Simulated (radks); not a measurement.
Isoelectronic series with 1 electrons, each ion in its NIST ground configuration. All-electron calculation, Dirac Kohn-Sham, PBE, spin-unpolarised, spherical densities, finite nucleus; Fermi nuclear charge, rms radius of each element as measured or else 0.836 A^(1/3) + 0.57 fm. Program: a radial shooting solver on a logarithmic mesh with Libxc functionals. Total energies (hartree) and mean radii <r> (bohr):

| ion | configuration | E (hartree) | 1s1/2 |
|---|---|---|---|
| H | 1s1 | -0.45893 | 1.636 |
| Be3+ | 1s1 | -7.78743 | 0.3834 |
| N6+ | 1s1 | -24.12622 | 0.2169 |
| Ne9+ | 1s1 | -49.50105 | 0.1511 |
| Al12+ | 1s1 | -83.94900 | 0.1158 |
| S15+ | 1s1 | -127.52049 | 0.09386 |
| K18+ | 1s1 | -180.27978 | 0.07882 |
| Ti21+ | 1s1 | -242.30542 | 0.06787 |
